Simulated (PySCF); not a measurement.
Br₃Fe, SMILES [Br][Fe-]([Br])[Br] (connectivity only; charge and spin as stated), charge -1, multiplicity 5.

Geometry optimised at PBE0-D3(BJ)/def2-SVPD. The multiplicity is an assumed one; other spin states were not compared.

All values below come from CAM-B3LYP/def2-SVPD (PySCF).

* **total energy**: -8985.83998 hartree
* **point group**: D3h
* **α spin, highest occupied and lowest empty level**: -4.96 and 3.47 eV
* **β spin, highest occupied and lowest empty level**: -4.97 and 2.74 eV
* **dipole moment about the centre of nuclear charge**: 0.00 D
* **mean static polarisability**: 107.8 bohr³ (15.98 Å³)
* **polarisability, principal values**: 83.9, 119.8, 119.8 bohr³
* **⟨S²⟩**: 6.011 (pure state 6.00)
